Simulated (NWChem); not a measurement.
hydrogen selenide (H$_{2}$Se); SMILES [SeH2]

```xyz
3

Se     0.0000     0.0000     0.0820
H      1.0538     0.0000    -0.9617
H     -1.0538     0.0000    -0.9617
```
Atoms are numbered in this order, from 1.

Results from NWChem. All runs use the structure optimised with PBE-D3(BJ)/def2-SVP. GIAO values for the isolated, static molecule; σ is the absolute isotropic shielding. Spin-orbit effects, on the heavy nuclei and on their neighbours, are missing.

**Question.** Among these, which level gives the highest value of “σ H2 (ppm)”?
A. B3LYP/pcSseg-1
B. B3LYP/pcSseg-2
C. B3LYP/pcSseg-3
D. B3LYP/pcSseg-0

**Answer.** D, B3LYP/pcSseg-0. Values: B3LYP/pcSseg-2 30.05; B3LYP/pcSseg-3 30.05; B3LYP/pcSseg-1 30.13; B3LYP/pcSseg-0 31.75
